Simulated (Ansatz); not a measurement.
Ga(PH3)Cl3 (GaPH3Cl3). Charge 0, multiplicity 3. Geometry r2SCAN-D4/def2-SVP, that of the neutral singlet; atoms count from 1.

```xyz
8

Ga    0.2787   -1.2396   -0.4529
P    -0.2314    1.0494    0.3790
H     0.7118    1.6570    1.2435
H    -1.4167    1.2087    1.1376
H    -0.4002    2.0760   -0.5822
Cl    0.5101   -2.2676    1.4342
Cl    2.0751   -0.8494   -1.5876
Cl   -1.5275   -1.6344   -1.5717
```

At PBE0-D4/def2-TZVP a singlet of charge 0 lies 6.15 eV below the triplet at the same geometry.

(1) Estimate the Mulliken populations from the PBE0/def2-TZVP orbitals of Ansatz.

(2) Where does the spin sit?

(3) And the Mayer bond orders between heavy atoms (over 0.3)?

## Answers

(1) 
```tsv
atom	charge (e)	spin (α − β)
Ga1	0.55	0.08
P2	-0.19	1.10
H3	0.14	-0.01
H4	0.07	0.17
H5	0.04	0.22
Cl6	-0.19	0.19
Cl7	-0.20	0.14
Cl8	-0.22	0.12
```
Mulliken values depend strongly on the basis.

(2) Summed by element: Ga 0.08, P 1.10, H 0.37, Cl 0.46, of 2 unpaired in all. Largest on single atoms: P2 1.10, H5 0.22, Cl6 0.19.

(3) Ga1–P2 0.58 (2.49 Å); Ga1–Cl6 0.99 (2.16 Å); Ga1–Cl7 1.03 (2.16 Å); Ga1–Cl8 1.02 (2.16 Å).
